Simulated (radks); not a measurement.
Task: Ta, 73 electrons, occupied as [Xe] 4f14 5d3 6s1.5 6p0.5 (fractional occupations, a model configuration). Method: scalar-relativistic Kohn-Sham, PBEsol, spin-polarised, spherical densities, finite nucleus; open shells are filled with parallel spins first (spin-orbit coupling, left out, can overturn this in heavy ions); Fermi nuclear charge, rms radius 5.3507 fm; computed with a radial shooting solver on a logarithmic mesh with Libxc functionals. Some entries of the table are withheld. Estimate them.

orbital,occ.,eigenvalue (eV),<r^2> (bohr^2)
1s up,1,-67321.90,0.0004791
1s down,1,-67321.90,0.0004791
2s up,1,-11568.08,0.007380
2s down,1,-11567.97,0.007380
2p up,3,-10141.39,0.006085
2p down,3,-10141.31,0.006085
3s up,1,-2650.179,0.04799
3s down,1,-2650.151,0.04799
3p up,3,-2225.661,0.04868
3p down,3,-2225.629,0.04868
3d up,5,-1729.348,0.04040
3d down,5,-1729.283,0.04040
4s up,1,-540.3599,0.2378
4s down,1,-540.2760,0.2378
4p up,3,-401.0334,0.2708
4p down,3,-400.9527,0.2708
4d up,5,-222.5271,0.3176
4d down,5,-222.4255,0.3174
5s up,1,-73.9593,1.369
5s down,1,-72.9070,1.353
5p up,3,-40.5722,(1)
5p down,3,-39.1070,(2)
4f up,7,-25.3060,0.5262
4f down,7,-25.0401,0.5158
6s up,1,-6.5579,11.57
5d up,3,-4.9512,5.867
6s down,0.5,-4.6816,13.03
5d down,0,-2.8745,6.427
6p up,0.5,-2.0807,24.25

Result: 
(1) 5p up <r^2> (bohr^2): 1.918
(2) 5p down <r^2> (bohr^2): 1.883
